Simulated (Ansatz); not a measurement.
(1) Predict a relaxed structure of CoCl₂, charge 0, quartet, at PBE0-D4/def2-TZVP (Ansatz).

Answers

(1) 
```
atom   x (Å)   y (Å)   z (Å)
 Co1   0.000   0.000   0.000
 Cl2   1.481  -1.462  -0.180
 Cl3  -1.481   1.462   0.180
```
Point group D∞h (tolerance 0.1 Å). The metal has 2 neighbours: Cl 2.09 Å, Cl 2.09 Å. This is one stationary point.
